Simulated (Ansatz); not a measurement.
Isolated molecules relaxed with PBE0-D4/def2-TZVP in Ansatz; ΔE leaves out vibrations. CCSD(T)/CBS adds triple-zeta CCSD(T) − MP2 to the extrapolated MP2 energy (def2 sets, frozen cores). Functionals use def2-TZVPP. Elements past krypton have def2 core potentials. For I outer-core shells are correlated without core-valence functions, which leaves a few kJ/mol of doubt a bond. One conformer a species, not always the lowest.

`C/C=C/I` + `CNB[SiH3]` → `CN(C)B[SiH3]` + `C=CI`  (substitution at a C–C bond)

| species | PBE0 energy (Eh) |
| --- | --- |
| `C/C=C/I` | -414.92253 |
| `CNB[SiH3]` | -411.80865 |
| `CN(C)B[SiH3]` | -451.07723 |
| `C=CI` | -375.63773 |

Problem. Work out ΔE.

Solution. ΔE = (-451.07723) + (-375.63773) − (-414.92253) − (-411.80865) = 0.01622 Eh = +42.6 kJ/mol. CCSD(T)/CBS gives +36.9 kJ/mol.

Largest T1 diagnostic among the species: 0.014.

The D4 term adds −5.3 kJ/mol with B3LYP and −2.9 kJ/mol with PBE0; it sums over pairs of atoms, weighted by their polarisabilities, and B3LYP, whose exchange is more repulsive, gets the larger term. In def2-TZVPP, CCSD(T) changes the Hartree–Fock value by −9.5 kJ/mol (the triples alone add −1.7 kJ/mol) and MP2 by −7.5 kJ/mol.

B3LYP here is the variant with VWN-RPA as its local correlation; programs differ in this.
